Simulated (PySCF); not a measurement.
A GIAO shielding run with PySCF (density fitting, non-relativistic, gas phase) on SMILES Cl[SiH2][SiH2]C1(Cl)CC1, C$_{3}$H$_{8}$Cl$_{2}$Si$_{2}$:

```
$ OMP_NUM_THREADS=1 python probes_run.py task.json out

{"job": {"kind": "nmr", "xc": "PBE0", "basis": "pcSseg-1"}, "charge": 0, "multiplicity": 1}
Cl     2.145781     1.373512     2.084251
Si     2.482625    -0.189729     0.840910
Si     0.888803    -0.243202    -0.841674
C     -0.847501    -0.418079    -0.094467
Cl    -0.999688    -1.967935     0.762559
C     -1.588551     0.735860     0.508640
C     -2.093287     0.097996    -0.746417
H      3.828394     0.009605     0.297667
H      2.537698    -1.379587     1.689696
H      1.058653    -1.385997    -1.743692
H      0.828570     0.970553    -1.671390
H     -2.140888     0.568029     1.421170
H     -1.131619     1.712899     0.449762
H     -2.987345    -0.504289    -0.686447
H     -1.986057     0.628355    -1.681035
```

Hardware: 1 thread of an Arm Neoverse N1, shared host. The job also computes population analyses, field gradients, ring-centre shieldings.

Problem. How large is the calculation?

Solution. 88 electrons, 187 basis functions and 1065 auxiliary functions.

Problem. How long does it take, and how much memory does it need?

Solution. 54 s of wall time, with 12 SCF cycles and 5 response iterations; peak memory 0.84 GiB. Times on a shared host scatter by some tens of per cent.
